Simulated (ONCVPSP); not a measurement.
## How hard is this niobium (Nb) ONCV potential?

niobium, optimised norm-conserving Vanderbilt (ONCV), made with ONCVPSP 4.0.1 (LDA (Perdew-Wang 92), scalar-relativistic). Core [Ar] 3d10, reference 4s2 4p6 4d4 5p1. Waves: 4s: rc 1.70 bohr, ncon 4, nbas 9, qcut 7.6 1/bohr, local; 4p+5p: rc 2.45 bohr, ncon 4, nbas 7, qcut 7 1/bohr, 3 projectors, debl 1.1 Ha; 4d: rc 2.50 bohr, ncon 4, nbas 8, qcut 7.1 1/bohr, 2 projectors, debl 1.3 Ha. Local part: the s channel. Core correction: none.

Task: For each optimised wave give the share of its norm inside rc, the residual kinetic energy above qcut (Ha) and the cutoffs (Ha) for errors of 10, 1, 0.1 and 0.01 mHa per electron.

Result:

| wave | norm inside rc | residual KE | 10 mHa | 1 mHa | 0.1 mHa | 0.01 mHa |
| --- | --- | --- | --- | --- | --- | --- |
| 4s | 0.906 | 8.8e-07 | 15.2 | 19.6 | 23.2 | 25.9 |
| 4p | 0.976 | 5.5e-09 | 9.0 | 11.9 | 14.4 | 16.6 |
| 5p | 0.052 | 4.6e-10 | 5.5 | 8.7 | 11.5 | 13.8 |
| p projector 3 | 0.230 | 1.3e-08 | 8.2 | 10.8 | 12.9 | 14.9 |
| 4d | 0.708 | 5.8e-09 | 10.9 | 14.4 | 17.3 | 19.7 |
| d projector 2 | 0.156 | 4.3e-08 | 11.4 | 15.3 | 18.4 | 20.9 |

The occupied waves need 20 Ha and 23 Ha for 1 and 0.1 mHa. 1 of 4 tests not solved or not reliable.
